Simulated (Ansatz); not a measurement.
`B[Se][SiH2]F` + silanol → `F[SiH2]O[SiH3]` + `B[SeH]`  (ligand exchange at the Si–Se bond)

Gas-phase electronic energies from Ansatz, PBE0-D4/def2-TZVP geometries. CCSD(T)/CBS adds triple-zeta CCSD(T) − MP2 to the extrapolated MP2 energy (def2 sets, frozen cores). Functionals use def2-TZVPP. For Se outer-core shells are correlated without core-valence functions, which leaves a few kJ/mol of doubt a bond. Scalar relativity is left out up to krypton. Each species was taken in one conformer, which may not be the lowest.

`B[Se][SiH2]F`:

```xyz
8

B     0.021   -0.306   -1.767
Se    1.187    0.659   -0.594
Si    0.022    0.301    1.328
F     0.461   -1.086    1.987
H     0.342   -0.353   -2.913
H    -0.971   -0.819   -1.355
H    -1.423    0.226    1.030
H     0.360    1.378    2.284
```

`O[SiH3]`:

Z-matrix (Å, degrees):
```
Si
O 1 1.648
H 1 1.489 2 111.7
H 1 1.489 2 111.7 3 120.9
H 1 1.481 2 105.9 3 -119.6
H 2 0.957 1 117.9 3 -60.5
```

`F[SiH2]O[SiH3]`:

```xyz
9

F     1.689   -1.696    0.516
Si    0.584   -0.787    1.219
O    -0.427   -0.202    0.102
Si   -0.679    0.783   -1.185
H    -0.181   -1.644    2.146
H     1.298    0.316    1.900
H    -2.095    1.223   -1.158
H    -0.405    0.041   -2.440
H     0.216    1.966   -1.100
```

`B[SeH]`:

```xyz
5

B    -0.266    0.359    0.455
Se    0.688    0.090   -1.164
H    -0.654   -0.563    1.098
H    -0.441    1.494    0.770
H     0.672   -1.380   -1.160
```

```csv
level,ΔE (kJ/mol)
r2SCAN-D4,-70.6
r2SCAN,-70.7
HF/def2-TZVPP,-94.1
CCSD(T)/def2-TZVPP,-76.2
HF/def2-QZVPP,-96.4
MP2/def2-QZVPP,-70.0
SCS-MP2/def2-QZVPP,-76.5
CCSD/CBS(def2),-75.1
```

Task: What does CCSD(T)/CBS give? (Estimate.)

Result: Ansatz gave: -71.6 kJ/mol. The listed levels differ from it by 1.0, 0.9, -22.5, -4.6, -24.8, 1.6, -4.9, -3.5 kJ/mol.

Largest T1 diagnostic among the species: 0.013.

From PBE to PBE0 (25 % exact exchange), in def2-TZVPP and without D4, ΔE moves by −5.0 kJ/mol. In def2-TZVPP, CCSD(T) changes the Hartree–Fock value by +17.9 kJ/mol (the triples alone add +3.6 kJ/mol) and MP2 by +22.2 kJ/mol.
